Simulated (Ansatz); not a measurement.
Ansatz (a quantum-chemistry and plane-wave program) input (CCSD(T)/aug-cc-pV(D+d)Z):
A basis named .json is the Basis Set Exchange file of that set.

Ansatz 0.2 input:
```yaml
crystal:
  periodic: [false, false, false]
  atoms:
    - {symbol: Si, position_ang: [-0.00277911, 0.32837953, 1.03600486]}
    - {symbol: O, position_ang: [-1.07499468, 0.58739374, -0.33825199]}
    - {symbol: C, position_ang: [-2.04441457, -0.36671812, -0.62748010]}
    - {symbol: O, position_ang: [1.25387233, -0.63343331, 0.30153774]}
    - {symbol: C, position_ang: [1.85101559, -0.23883265, -0.89955702]}
    - {symbol: H, position_ang: [0.68428275, 1.71556768, 0.82108655]}
    - {symbol: H, position_ang: [-1.68239926, -1.12746627, -1.34026849]}
    - {symbol: H, position_ang: [-2.38037765, -0.90774642, 0.27447996]}
    - {symbol: H, position_ang: [-2.92623956, 0.11085819, -1.08196529]}
    - {symbol: H, position_ang: [2.65741969, -0.93973525, -1.16317012]}
    - {symbol: H, position_ang: [1.13275246, -0.21923774, -1.73187016]}
    - {symbol: H, position_ang: [2.28284170, 0.77206769, -0.82642399]}
basis:
  gaussian:
    orbitals: aug-cc-pV_D+d_Z.json
total_charge: -1
magnetization: {spin_polarized: false}
correlation: {method: ccsd_t, electrons: outside_noble_gas}
output: {forces: true}
```

End of the output:

```
1.08 GiB of device memory are held for the factors and their scratch space
Total energy: -14134.31511749 eV, -519.4264999848 hartree
Atom 0 at    -0.002779     0.328380     1.036005 Å, force    -0.091338     0.280672     0.657839 eV/Å
Atom 1 at    -1.074995     0.587394    -0.338252 Å, force     0.173747     0.670536    -0.349387 eV/Å
Atom 2 at    -2.044415    -0.366718    -0.627480 Å, force    -0.203875    -0.263939    -0.007484 eV/Å
Atom 3 at     1.253872    -0.633433     0.301538 Å, force     0.226851    -0.687811     0.339665 eV/Å
Atom 4 at     1.851016    -0.238833    -0.899557 Å, force     0.025727     0.136910    -0.174803 eV/Å
Atom 5 at     0.684283     1.715568     0.821087 Å, force    -0.006266     0.008497     0.004976 eV/Å
Atom 6 at    -1.682399    -1.127466    -1.340268 Å, force     0.156332    -0.283436    -0.264172 eV/Å
Atom 7 at    -2.380378    -0.907746     0.274480 Å, force    -0.138731    -0.190554     0.329666 eV/Å
Atom 8 at    -2.926240     0.110858    -1.081965 Å, force    -0.316301     0.184173    -0.161911 eV/Å
Atom 9 at     2.657420    -0.939735    -1.163170 Å, force     0.285246    -0.256929    -0.072005 eV/Å
Atom 10 at     1.132752    -0.219238    -1.731870 Å, force    -0.297114    -0.000298    -0.340752 eV/Å
Atom 11 at     2.282842     0.772068    -0.826424 Å, force     0.185723     0.402179     0.038369 eV/Å
Dipole moment:    -0.017201    -0.229826    -0.887435 e Å
```

It need not be the lowest isomer of its formula. Whether it binds its extra electron was not tested at this geometry.
